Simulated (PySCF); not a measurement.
A structure optimised at r2SCAN-D4/def2-TZVP, used in a PySCF frequency run:

```
C
H 1 1.0884
H 1 1.0884 2 114.15
H 1 1.0884 2 114.15 3 133.82
Zn 1 1.9636 2 104.25 4 113.09
```
Charge +1, spin multiplicity 1.

Write its SMILES, formula and point group.

[CH3][Zn+], CH₃Zn, C3v

What are its rotational constants (standard atomic weights)?

150.17, 9.7925, 9.7925 GHz
